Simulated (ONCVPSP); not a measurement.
An all-electron radial function and its pseudo partner (F)

Columns: radius, all-electron u(r) and pseudo u(r) of the 2s shell (level -29.90 eV) of fluorine in the configuration [He] 2s2 2p5; PBE, scalar-relativistic, ONCV scheme, ONCVPSP 4.0.1.

| r (bohr) | all-electron | pseudo |
| --- | --- | --- |
| 0.060 | -0.4144 | 0.0607 |
| 0.120 | -0.4227 | 0.1286 |
| 0.180 | -0.2505 | 0.2094 |
| 0.240 | -0.0141 | 0.3056 |
| 0.300 | 0.2271 | 0.4162 |
| 0.360 | 0.4446 | 0.5362 |
| 0.420 | 0.6268 | 0.6591 |
| 0.480 | 0.7707 | 0.7764 |
| 0.540 | 0.8779 | 0.8780 |
| 0.600 | 0.9524 | 0.9524 |
| 0.660 | 0.9984 | 0.9984 |
| 0.720 | 1.0212 | 1.0212 |
| 0.780 | 1.0251 | 1.0251 |
| 0.840 | 1.0144 | 1.0144 |
| 0.900 | 0.9924 | 0.9924 |
| 0.960 | 0.9621 | 0.9621 |
| 1.020 | 0.9257 | 0.9257 |
| 1.080 | 0.8852 | 0.8852 |
| 1.140 | 0.8422 | 0.8422 |
| 1.200 | 0.7978 | 0.7978 |
| 1.260 | 0.7530 | 0.7530 |
| 1.320 | 0.7085 | 0.7085 |
| 1.380 | 0.6649 | 0.6648 |
| 1.440 | 0.6224 | 0.6224 |
| 1.500 | 0.5815 | 0.5815 |
| 1.560 | 0.5424 | 0.5424 |

(1) How many radial nodes do the two functions have?

(2) At about which radius was the pseudo-wave matched?

(3) Where does each function peak?

(4) Is the pseudo-wave norm-conserving?

## Answers

(1) The all-electron 2s function has n − l − 1 = 1; the pseudo-wave has 0, since the states of the same l below it are removed with the core.

(2) 0.55 bohr, where the columns begin to agree (steps of 0.06 bohr).

(3) Outermost all-electron maximum near 0.78 bohr, pseudo maximum near 0.78 bohr (to the table’s step).

(4) Yes: the ONCV scheme keeps the norm inside the radius equal to the all-electron one, which fixes the energy derivative of the logarithmic derivative at the level.
